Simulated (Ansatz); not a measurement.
A run for Ansatz (a quantum-chemistry and plane-wave program): R-CCSD(T)/def2-QZVPP on GeH2S (SMILES [SH][GeH]), a point of a torsion scan. Files ending in .json are basis or fitting sets from the Basis Set Exchange. The run froze 19 orbitals, filled d shells among them.

Ansatz 0.2 input:
```yaml
crystal:
  periodic: [false, false, false]
  atoms:
    - {symbol: S, position_ang: [-1.01182762, 0.59329819, 0.43806891]}
    - {symbol: Ge, position_ang: [0.99897485, 0.48625427, -0.47560631]}
    - {symbol: H, position_ang: [-1.52735949, -0.44196896, -0.22310239]}
    - {symbol: H, position_ang: [1.45816045, 1.76314527, 0.41222813]}
basis:
  gaussian:
    orbitals: def2-QZVPP.json
magnetization: {spin_polarized: false}
correlation: {method: ccsd_t, electrons: outside_noble_gas}
scf: {lower_state_search: off}
```

Predict the final total energy.

-2474.4783 hartree (reference determinant -2474.1324, T1 diagnostic 0.016).

How many basis functions does it have, and what does it roughly cost on one machine?

219 functions; about 100 core-seconds (a rough figure).
